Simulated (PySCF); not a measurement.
Constitutional and geometric isomers with formula C2H6Si. All species are isolated molecules in the gas phase. Strings in code marks are SMILES.

Level of theory: PBE-D3(BJ)/def2-TZVP // PBE0-D3(BJ)/def2-TZVP (PySCF). All candidates: neutral, multiplicity 1. Excitations are Tamm–Dancoff values on a coarser integration grid. The basis has no diffuse functions, so Rydberg states are missing or too high.

The LUMO is -0.49 eV. The T1 excitation (TDA) is 4.72 eV. The HOMO is -5.80 eV.

Question: Which member has these values?
A. `C1C[SiH2]1`
B. `C=C[SiH3]`
C. `CC=[SiH2]`
D. `C=[SiH]C`

Answer: A, `C1C[SiH2]1`. The others give `C=[SiH]C`: -1.50 eV, 2.89 eV, -5.27 eV; `C=C[SiH3]`: -1.50 eV, 4.38 eV, -6.90 eV; `CC=[SiH2]`: -1.85 eV, 2.52 eV, -5.24 eV
